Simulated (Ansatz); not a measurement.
`B[Se][GeH3]`, relaxed with RKS PBE-D4/def2-SVP in Ansatz from a rough embedded geometry. The force threshold is 0.03 eV/Å; the program also tests the step.

The species carries charge 0 and has multiplicity 1.

Start:

```xyz
8

B    -1.280    0.984   -0.601
Se   -0.456   -0.566   -1.452
Ge    0.938   -0.797    0.417
H    -2.203    0.873    0.052
H    -0.880    2.106   -0.799
H     1.826    0.483    0.564
H     1.920   -2.042    0.174
H     0.136   -1.040    1.645
```

Task: By how much does the energy fall, and how many steps does the optimiser take? (Best estimate.)

Result: The calculation gave: 85.73 kJ/mol, in 13 steps.

Task: Which bonds change most? (An estimate is asked.)

Result: The calculation gave: B1–H4 from 1.136 to 1.213 Å; Ge3–H8 from 1.487 to 1.547 Å; Se2–Ge3 from 2.343 to 2.398 Å; Ge3–H7 from 1.604 to 1.550 Å.

Task: Give the relaxed structure. (Estimate.)

Result: Ansatz gave: 
```xyz
8

B    -1.291    1.142   -0.700
Se   -0.032   -0.058   -1.494
Ge    1.012   -0.897    0.495
H    -1.378    1.271    0.504
H    -1.996    1.754   -1.475
H     2.018    0.160    1.014
H     1.756   -2.200    0.108
H    -0.089   -1.173    1.548
```
